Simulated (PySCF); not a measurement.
**Te²⁺: excitation energy**

Te²⁺ [Kr] 4d10 5s2 5p2 (3P) → Te²⁺ [Kr] 4d10 5s2 5p1 5d1 (high-spin determinant), as a difference of total energies. All numbers are calculated (PySCF 2.14, a scalar-relativistic core potential, in aug-cc-pV5Z-PP with ECP28MDF). Correlated levels: valence: 4s2 4p6 4d10 frozen. The calculations carry no spin-orbit coupling.

| method | excitation energy (cm⁻¹) |
| --- | --- |
| UHF | 105460 |
| LDA | 98299 |
| PBE | 96606 |
| PBE0 | 99578 |
| r2SCAN | 100690 |
| TPSS | 97796 |
| M06-2X | 100920 |
| revPBE | 96273 |
| MP2 (valence) | 102180 |
| SCS-MP2 (valence) | 102240 |

The promoted electron is Rydberg-like, and one or two diffuse shells describe it only roughly, which tends to raise the upper state.

The determinant of the upper state mixes LS terms, which raises its energy above the lowest term, most at the Hartree-Fock and MP2 levels.
